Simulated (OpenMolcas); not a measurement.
**V4+: moving the ligands**

V4+ with 6 ligands (fluoride) in octahedral coordination (Oh) at 1.89 Å. A charge of +0.333 e stands 2.8 Å behind each ligand. Ligand basis ANO-RCC-VDZP.

```
Program             : OpenMolcas 26.06
Method              : CASSCF
Basis               : ANO-RCC-VTZP [6s5p3d2f1g]
Scalar Hamiltonian  : DKH2, point nucleus
Active space        : 1 electron in 5 orbitals (3d)
State averaging     : 2S+1 = 2 even, 5 roots
Spin-orbit coupling : state interaction with AMFI integrals over the reference wave functions
```

Runs around this geometry, states (labels of O, the rotations of Oh). Energies in cm-1 above the lowest state or level, χT in cm3 K/mol; under a threefold ground state the first gap can be a small split of the lowest multiplet, not the spin-orbit step; 10Dq is the gap between the two states.

| R (Å) | Ground state | First state of that spin | 10Dq | First gap with spin-orbit (degeneracies) | χT at 300 K |
| --- | --- | --- | --- | --- | --- |
| 1.79 | 2T2 | 2E 23613 | 23613 | 333.8 (4, 2) | 0.363 |
| 1.89 | 2T2 | 2E 18554 | 18554 | 335.1 (4, 2) | 0.365 |
| 1.96 | 2T2 | 2E 15905 | 15905 | 335.8 (4, 2) | 0.367 |

Taking |10Dq| as R^-n, n = -ln(15905 / 23613) / ln(1.96 / 1.79) = 4.4 between the shortest and longest distance. The point-charge formula for a cubic d site gives n = 5.

An orbital triplet at a regular site is open to Jahn-Teller coupling, which can distort the site and quench the lowest spin-orbit gaps and is left out. Ligand-to-metal charge-transfer states are missing. With metal d orbitals alone and no dynamic correlation the field as a rule comes out too small, by tens of per cent, by up to half for chloride and softer ligands. The least metal-like active orbital is 82 % on the metal (Löwdin) and no ligand orbital is active, so the numbers are rough (holds for R = 1.79). The least metal-like active orbital is 83 % on the metal (Löwdin) and no ligand orbital is active, so the numbers are rough (holds for R = 1.89; R = 1.96). No measured value stands beside these numbers; the geometry was imposed, not optimised, and the real ion may take another.
